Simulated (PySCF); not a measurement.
C₂H₅NSi.
Structure used (PBE0-D3(BJ)/def2-SVP), in Å, numbered top down from 1:
```
atom  x, y, z in Å
C1    -1.244    0.441    0.009
Si2    0.318   -0.582   -0.038
C3     1.787    0.556    0.114
N4     2.688    1.280    0.209
H5    -1.317    0.997    0.955
H6    -2.126   -0.212   -0.080
H7    -1.261    1.163   -0.821
H8     0.484   -1.313   -1.325
H9     0.408   -1.539    1.100
```

The calculation used core-valence-separated Tamm–Dancoff BHandHLYP/aug-pcX-1 (pcseg-1 on H, def2-SVPD on Si) in PySCF, non-relativistic, gas phase, PBE0-D3(BJ)/def2-SVP geometry. No empirical shift is added; at this level the pattern usually sits a few eV under experiment.

The lowest roots of each edge with f over 0.003 (five at most, numbered afresh; weaker and dark ones are left out), with transition dipoles (au) in the frame of the coordinates:

```tsv
root	edge	E (eV)	μx	μy	μz
1	C	283.03	0.0536	-0.0666	-0.0033
2	C	283.03	0.0034	0.0070	-0.0857
3	C	285.91	-0.0573	0.0396	0.0020
4	C	286.16	0.0026	0.0063	-0.0534
5	C	286.16	0.0424	0.0528	0.0076
6	N	396.76	0.0505	-0.0622	-0.0036
7	N	396.77	0.0028	0.0069	-0.0799
8	N	402.43	-0.0128	-0.0129	-0.0016
```

Question: What are the oscillator strengths?

Answer: f = (2/3) ΔE |μ|², with ΔE in hartree (27.2114 eV):

```csv
root,ΔE (Eh),|μ|² (au),f,core hole on
1,10.4011,0.007319,0.051,C3
2,10.4012,0.007405,0.051,C3
3,10.5071,0.004855,0.034,C1
4,10.5160,0.002898,0.020,C1
5,10.5163,0.004643,0.033,C1
6,14.5805,0.006432,0.063,N4
7,14.5812,0.006439,0.063,N4
8,14.7891,0.000333,0.003,N4
```

Question: Molecules are fixed in this frame and the field points along z. What effective strengths 3 f cos²θ do the roots have (θ between field and μ)?

Answer: root 1 (C3): 0.000, root 2 (C3): 0.153, root 3 (C1): 0.000, root 4 (C1): 0.060, root 5 (C1): 0.001, root 6 (N4): 0.000, root 7 (N4): 0.186, root 8 (N4): 0.000. Root 7 is the strongest. Averaged over all orientations cos²θ is 1/3, which gives f back.

